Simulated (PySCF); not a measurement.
# ZrH₂ + F₂ → ZrHF + HF

Level: PBE0 in the def2-TZVP basis family, computed in PySCF with density fitting; scalar-relativistic core potentials for atoms from Rb on, none lighter, no spin–orbit coupling; open shells unrestricted.

```
species                                     state and structure      E (Eh)  ZPE (kJ/mol)  H(298 K) − H(0) (kJ/mol)  S° (J/(mol K))
   ZrH₂          triplet, C2v, Zr–H 1.860 Å (×2); H–Zr–H 118.9°   -48.10013          23.1                      10.4           236.3
     F₂                               singlet, D∞h, F–F 1.376 Å  -199.40856           6.6                       8.7           201.9
   ZrHF  triplet, Cs, Zr–F 1.890 Å, Zr–H 1.862 Å; F–Zr–H 118.4°  -147.40893          16.1                      11.1           268.6
     HF                               singlet, C∞v, H–F 0.920 Å  -100.39188          24.9                       8.7           173.6
```

What is the electronic reaction energy?

At PBE0/def2-TZVP, ΔE = -767.0 kJ/mol from the differences of the total energies times 2625.5, downhill. 

Add zero-point, thermal and entropy terms for 298.15 K and 1 bar.

ΔZPE = 11.3 and Δ[H(298) − H(0)] = 0.7 kJ/mol give ΔH° = -755.0 kJ/mol. ΔS° = 4.0 J/(mol K), so ΔG° = -755.0 − 298.15 × (0.0040) = -756 kJ/mol.

Open d or f shells are single determinants, so the state found may not be the ground state. The structures come from searches over a few start shapes, so lower isomers are not excluded.
